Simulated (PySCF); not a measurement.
PySCF 2.14 output of an unrestricted PBE0 calculation on a single atom or ion in def2-TZVPPD, with no relativity, point nucleus:

```
SCF conv_tol = 1e-09
number electrons alpha = 15  beta = 12
    C. Adamo and V. Barone.,  J. Chem. Phys. 110, 6158 (1999)
    M. Ernzerhof and G. E. Scuseria.,  J. Chem. Phys. 110, 5029 (1999)
cycle= 1 E= -1638.66134527247  delta_E= -0.00765  |g|= 0.068  |ddm|= 0.11
cycle= 2 E= -1638.66120410728  delta_E= 0.000141  |g|= 0.0771  |ddm|= 0.0473
cycle= 3 E= -1638.66201849754  delta_E= -0.000814  |g|= 0.00175  |ddm|= 0.0207
cycle= 4 E= -1638.66201949486  delta_E= -9.97e-07  |g|= 0.000157  |ddm|= 0.00249
cycle= 5 E= -1638.66201950253  delta_E= -7.67e-09  |g|= 1.69e-05  |ddm|= 0.000173
cycle= 6 E= -1638.66201950262  delta_E= -8.62e-11  |g|= 2e-06  |ddm|= 1.07e-05
converged SCF energy = -1638.66201950262  <S^2> = 3.7505442  2S+1 = 4.0002721
```

The run itself started from symmetry-adapted Hartree-Fock orbitals and held the occupation by maximum overlap, on a logarithmic radial grid, so the iterations belong to that start.

Task: Which element, charge and spin multiplicity is this?

Result: Cu²⁺ (copper, charge +2), multiplicity 4; the state was [Ar] 3d8 4p1, one real determinant (an excited configuration).

⟨L²⟩ = 14.01 against 20 for a pure G term, so this real determinant mixes terms.
